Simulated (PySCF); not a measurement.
Basis and Hamiltonian dependence of the excitation energy of Fe⁺

Fe⁺ [Ar] 3d6 4s1 (6D) → Fe⁺ [Ar] 3d5 4s1 5s1 (8S). Calculated with PySCF 2.14 from differences of total energies of unrestricted determinants, without spin-orbit coupling. Values in eV.

```
           basis       Hamiltonian  functions     UHF  r2SCAN    PBE0  MP2 (valence)  CCSD(T) (valence)
    ANO-RCC-VTZP     spin-free X2C         59  11.164  13.394  13.334         12.781             12.730
     aug-cc-pVTZ  non-relativistic         93  11.002  13.261  13.237         12.619             12.565
  aug-cc-pVTZ-DK     spin-free X2C         93  10.683  12.958  12.934         12.318             12.266
     def2-QZVPPD  non-relativistic        100  11.036  13.279  13.257         12.665             12.606
aug-cc-pwCVTZ-DK     spin-free X2C        127  10.684  12.966  12.934         12.414                n/a
```

Frozen in the all-electron rows: valence: [Ar].

At UHF, ANO-RCC-VTZP lies more than 0.3 eV from the median of the rows with comparable relativity. Of these, ANO-RCC-VTZP has no diffuse functions of the l that the added or promoted electron needs.

Non-relativistic rows lack the scalar-relativistic shift.
